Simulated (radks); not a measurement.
Results of a calculation; reference values are marked as such.
Q: All-electron atom: a nucleus of charge 5.6 with 5 electrons in [He] 2s2 2p1. Level of theory: non-relativistic Kohn-Sham, PBE, spin-polarised, spherical densities, point nucleus; open shells are filled with parallel spins first (a radial shooting solver on a logarithmic mesh with Libxc functionals). Some entries of the table are withheld. Estimate them.

orbital  occ.  eigenvalue (eV)  <r^2> (bohr^2)
1s up       1        -241.8931             (1)
1s down     1        -241.4488             (2)
2s up       1         -18.9958             (3)
2s down     1         -17.4318             (4)
2p up       1              (5)           3.697
2p down     0              (6)           3.985

A: 
(1) 1s up <r^2> (bohr^2): 0.1155
(2) 1s down <r^2> (bohr^2): 0.1151
(3) 2s up <r^2> (bohr^2): 3.115
(4) 2s down <r^2> (bohr^2): 3.232
(5) 2p up eigenvalue (eV): -11.3775
(6) 2p down eigenvalue (eV): -9.9161
